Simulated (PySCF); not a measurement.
Species: C6H11N.
Z-matrix (Å and degrees, PBE0-D3(BJ)/def2-SVP geometry), rows numbered from 1:
```
C 
C   1  1.5164
C   2  1.5307  1  116.24
C   3  1.5287  2  103.70  1  -161.72
C   4  1.5284  3  103.55  2    40.21
C   5  1.5155  4  105.07  3   -29.00
N   6  1.2666  2  128.74  1   -34.07
H   1  1.1015  2  110.90  3    58.90
H   1  1.1017  2  111.59  3   179.04
H   1  1.1009  2  111.22  3   -61.38
H   2  1.1084  1  108.87  3   121.45
H   3  1.1052  2  109.18  1   -44.51
H   3  1.1005  2  113.13  1    74.78
H   4  1.0995  3  113.31  2   163.58
H   4  1.1033  3  109.44  2   -77.08
H   5  1.0994  4  115.07  3  -151.91
H   5  1.1038  4  110.97  3    87.00
H   7  1.0259  6  110.40  2     0.65
```

Level: wB97X-D/def2-SVPD in PySCF, non-relativistic, on one gas-phase PBE0-D3(BJ)/def2-SVP geometry that isn't relaxed in the solvent. The solvent is an IEF-PCM continuum (van der Waals radii × 1.2). Only the electrostatic response of the medium enters.

Gas phase at wB97X-D/def2-SVPD: HOMO -9.09 eV, LUMO 1.72 eV, dipole 2.68 D.

Question: What does the continuum do to the energy, the frontier levels and the dipole at wB97X-D/def2-SVPD in chloroform and water?

Answer: 
```tsv
solvent	ε	E(solvent) − E(gas) (kJ/mol)	polarisation term (kJ/mol)	distortion of the solute (kJ/mol)	HOMO (eV)	LUMO (eV)	dipole (D)
chloroform	4.711	-17.35	-20.02	2.67	-9.24	1.72	3.38
water	78.36	-25.12	-30.92	5.80	-9.33	1.69	3.70
```

The first energy column is the sum of the next two and covers electrostatics alone. From chloroform to water the lowering changes by a factor 1.45, Onsager's factor (ε − 1)/(2ε + 1) by 1.38 and ε itself by 16.6.

Question: Which radius a makes the point-dipole formula ΔE = −[(ε − 1)/(2ε + 1)]·μ²/a³ give the value in water, with the gas-phase dipole?

Answer: μ = 1.055 au and |ΔE| = 0.00957 Eh give a = 2.04 Å; the farthest nucleus lies 2.82 Å from the centroid of the nuclei, so such a sphere wouldn't even hold the nuclei. The formula assumes a rigid point dipole at the centre of a sphere.

Question: How does the static polarisability (wB97X-D/def2-SVPD, frozen core, with the continuum's full static response) change?

Answer: 
```tsv
medium	isotropic (au)	principal values (au)	⟨r²⟩ of the electrons (bohr²)
gas	76.1	62.7, 79.8, 85.9	773.4
chloroform	95.0	79.8, 98.2, 107.1	773.7
water	105.2	91.1, 106.7, 117.6	773.9
```

The isotropic value in water is 1.38 times the gas-phase one; no cavity-field correction is applied. ⟨r²⟩ is taken about the centre of nuclear charge.

wB97X-D is run here without its empirical dispersion term; that term would change no orbital, density or response property at a fixed geometry.
